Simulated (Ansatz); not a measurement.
# Which method gave which barrier?

Saddle point of SiH4Cl2F2, closed shell (SiH₂Cl₂ ([Cl][SiH2][Cl]) + HF + HF → SiH₂ClF ([F][SiH2][Cl]) + HCl + HF; bonds formed: Si1–F7, Cl2–H8, H6–F9; bonds broken: Si1–Cl2, H6–F7, H8–F9), PBE0-D4/def2-TZVP structure:

| atom | x (Å) | y (Å) | z (Å) |
| --- | --- | --- | --- |
| Si1 | -0.9331 | 0.5063 | -0.3193 |
| Cl2 | 1.3506 | 0.6561 | -0.6621 |
| H3 | -1.6233 | -0.4684 | -1.1770 |
| H4 | -1.4270 | 1.2154 | 0.8699 |
| Cl5 | -1.0988 | 2.1493 | -1.6550 |
| H6 | 0.7103 | -1.3311 | 1.0139 |
| F7 | -0.4797 | -0.8606 | 0.7627 |
| H8 | 1.7732 | -0.4347 | 0.1786 |
| F9 | 1.7279 | -1.4324 | 0.9883 |

Ansatz 0.2.0; basis: def2-TZVPP, with def2-QZVPP for the basis limit; cores frozen in the correlated methods. Extrapolation: Hartree–Fock as exp(−7.88 √X), correlation as X^−2.97. Four methods, as single points on the PBE0-D4 structures, gave these electronic barriers from the start structure: 30.4, 94.4, 109.3, 175.5 kJ/mol.

Question: The methods were, in alphabetical order, HF, MP2, PBE0-D4, SPW92. Which gave which? (A judgement: the text doesn't fix the answer.)

Answer: Computed: SPW92 30.4; PBE0-D4 94.4; MP2 109.3; HF 175.5 kJ/mol. For comparison, CCSD(T) at an estimated basis limit (MP2 extrapolated from triple and quadruple zeta, plus CCSD(T) − MP2 in triple zeta) gives 113.4 kJ/mol.

T1 diagnostic: at most 0.011.

Labels in which every atom is bracketed show which atoms are joined, not bond orders.

For scale, one of the runs: CCSD(T)/def2-TZVPP, 244 basis functions, launched by `ansatz run in.yaml --threads 8 --pin off --events-out ev --progress --plain --max-ram 19148MiB`. Hardware: 8 CPU threads of an Intel Xeon, shared host. Wall time 2.2 min; peak host memory 4.8 GiB.
